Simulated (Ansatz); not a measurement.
A series at Hf: from hafnium tetrachloride, ligands are replaced one by one, each step taking up H–F and setting free HCl; n counts the steps. Ansatz, PBE0-D4/def2-TZVP geometries.

```
n                    molecule  HOMO energy, ωB97M-V/def2-TZVPP (eV)
0  `[Cl][Hf]([Cl])([Cl])[Cl]`                                -11.92
1   `[F][Hf]([Cl])([Cl])[Cl]`                                -11.90
2    `[F][Hf]([F])([Cl])[Cl]`                                -12.04
3     `[F][Hf]([F])([F])[Cl]`                                     ?
4      `[F][Hf]([F])([F])[F]`                                -14.69
```

Question: By hand: fit a straight line y = ȳ + b (n − n̄) to the 4 given rows and predict n = 3.

Answer: n̄ = 1.750, ȳ = -12.637; Σ(n − n̄)(y − ȳ) = -6.277, Σ(n − n̄)² = 8.750, so b = -0.717 eV a step. Prediction: -12.637 + (-0.717) × (1.250) = -13.53 eV.

Question: By hand: compare with the computed value, -12.30 eV, and give the steps along the whole series.

Answer: The line misses by 1.23 eV (computed minus predicted). Steps: 0.02, -0.14, -0.26, -2.39 eV.

The steps change sign along the series, so a line is a poor guide. The highest orbital can change its character along such a series. The miss is 44.1 % of the series' range.
